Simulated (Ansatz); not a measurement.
Born–Oppenheimer molecular dynamics of Cl$_{3}$FH$_{2}$OW (8 atoms, charge 0, multiplicity 1). It starts from a relaxed structure.

Level of theory: Ansatz, RKS PBE0-D4/def2-SVP.

```json
{"ensemble": "NVT, Langevin thermostat", "time step": "0.5 fs", "steps asked": "150", "set temperature": "3000 K", "friction": "0.01 /fs", "seed": "593528"}
```

First frame:

```xyz
8
Properties=species:S:1:pos:R:3
W 0.169 -0.013 0.038
O -0.526 -0.715 1.612
H -1.245 -0.343 2.138
F 1.771 0.321 0.937
Cl 0.639 2.023 -0.900
H -1.210 0.887 0.346
Cl 0.944 -2.093 -0.620
Cl -1.321 -0.349 -1.723
```

(1) What does the run give?

(2) What happens to the structure?

(3) How do temperature and energy run in time?

Answers

(1) The run went to its last step.

```
steps done                                               : 150
time covered                                             : 75 fs
mean temperature over the second half                    : 2411 K
spread of the potential energy over the second half      : 57.9 meV per atom
mean potential energy of the second half above the start : 171.1 meV per atom
```

The mean temperature of the second half is 20 % below the set value. A run of 0.075 ps of so small a system gives no equilibrium averages.

(2) No bond is clearly made or broken; grazing contacts change: W1–H3 2.55 → 2.22 Å. Pairs count as bonded within 1.25 times the sum of covalent radii (0.12 Å more for H–H). Another seed would give other details.

(3) 
```json
{"time (fs)": "0", "T (K)": "2625", "potential energy less start (eV)": "0.000"}
{"time (fs)": "2.5", "T (K)": "2385", "potential energy less start (eV)": "0.152"}
{"time (fs)": "5", "T (K)": "2712", "potential energy less start (eV)": "0.420"}
{"time (fs)": "7.5", "T (K)": "2211", "potential energy less start (eV)": "0.817"}
{"time (fs)": "10", "T (K)": "1540", "potential energy less start (eV)": "1.192"}
{"time (fs)": "12.5", "T (K)": "1500", "potential energy less start (eV)": "1.259"}
{"time (fs)": "15", "T (K)": "1413", "potential energy less start (eV)": "1.497"}
{"time (fs)": "17.5", "T (K)": "1705", "potential energy less start (eV)": "1.389"}
{"time (fs)": "20", "T (K)": "1251", "potential energy less start (eV)": "1.694"}
{"time (fs)": "22.5", "T (K)": "1250", "potential energy less start (eV)": "1.764"}
{"time (fs)": "25", "T (K)": "1780", "potential energy less start (eV)": "1.656"}
{"time (fs)": "27.5", "T (K)": "1969", "potential energy less start (eV)": "1.487"}
{"time (fs)": "30", "T (K)": "2066", "potential energy less start (eV)": "1.386"}
{"time (fs)": "32.5", "T (K)": "2066", "potential energy less start (eV)": "1.332"}
{"time (fs)": "35", "T (K)": "2592", "potential energy less start (eV)": "1.035"}
{"time (fs)": "37.5", "T (K)": "2415", "potential energy less start (eV)": "0.864"}
{"time (fs)": "40", "T (K)": "2214", "potential energy less start (eV)": "0.801"}
{"time (fs)": "42.5", "T (K)": "2137", "potential energy less start (eV)": "0.803"}
{"time (fs)": "45", "T (K)": "2240", "potential energy less start (eV)": "0.983"}
{"time (fs)": "47.5", "T (K)": "2049", "potential energy less start (eV)": "1.302"}
{"time (fs)": "50", "T (K)": "1931", "potential energy less start (eV)": "1.600"}
{"time (fs)": "52.5", "T (K)": "1981", "potential energy less start (eV)": "1.768"}
{"time (fs)": "55", "T (K)": "2553", "potential energy less start (eV)": "1.569"}
{"time (fs)": "57.5", "T (K)": "2748", "potential energy less start (eV)": "1.298"}
{"time (fs)": "60", "T (K)": "3045", "potential energy less start (eV)": "0.992"}
{"time (fs)": "62.5", "T (K)": "2800", "potential energy less start (eV)": "0.938"}
{"time (fs)": "65", "T (K)": "2904", "potential energy less start (eV)": "1.108"}
{"time (fs)": "67.5", "T (K)": "2692", "potential energy less start (eV)": "1.582"}
{"time (fs)": "70", "T (K)": "2638", "potential energy less start (eV)": "1.888"}
{"time (fs)": "72.5", "T (K)": "2270", "potential energy less start (eV)": "2.225"}
{"time (fs)": "75", "T (K)": "1943", "potential energy less start (eV)": "2.375"}
```

The run took 15 min on 2 threads of Arm Neoverse V1, on a shared host, peak memory 0.34 GiB.
